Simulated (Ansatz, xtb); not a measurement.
## FH4NSi2: 6 structures ranked

6 gas-phase structures of FH4NSi2, found in a search over its isomers (lower ones may exist). Each was relaxed with GFN2-xTB; where two conformers were screened, the lower at r2SCAN-D4/def2-SVP is listed:

A. `F[Si]N[SiH3]`, a singlet
B. `F[SiH]=N[SiH3]`, a singlet
C. `[H]/N=[SiH]/[SiH2]F`, a singlet
D. `F[SiH2]N=[SiH2]`, a singlet
E. `F/[SiH]=N/[SiH3]`, a singlet
F. `F[SiH2]N[SiH]`, a singlet

Question: Which do you expect lowest at r2SCAN-D4/def2-SVP, and how would the others follow?

Answer: Calculated order at r2SCAN-D4/def2-SVP: A (0.0), F (11.1), D (14.9), B (16.9), E (19.2), C (41.6) kcal/mol.

Energies above the lowest of each column, in kcal/mol; the last columns are at B3LYP-D3(BJ)/def2-SVP geometries and were run for some of them only (a dash: not run or not comparable):

```tsv
structure	GFN2-xTB	HF/STO-3G	r2SCAN-D4/def2-SVP	B3LYP-D3(BJ)/def2-SVP	CCSD(T)/def2-TZVP
A	18.4	0.0	0.0	0.0	0.0
F	23.9	18.7	11.1	8.6	7.8
D	0.0	57.6	14.9	16.6	12.9
B	7.3	61.5	16.9	19.1	–
E	6.1	60.7	19.2	–	–
C	27.2	71.7	41.6	–	–
```

CCSD(T)/def2-TZVP puts A lowest of those it was run on; GFN2-xTB picks D. Flexible structures stand in one conformer each, not always the lowest. Frequencies (B3LYP-D3(BJ)/def2-SVP) were run for A, D, F alone.

Over these structures GFN2-xTB departs from r2SCAN-D4/def2-SVP by 12.7 kcal/mol on average once a common shift is removed. A GFN2-xTB relaxation took about 1.5 s and the r2SCAN-D4/def2-SVP energy about 4.1 s on a shared host (Ansatz 0.2.0, xtb 6.7.1).
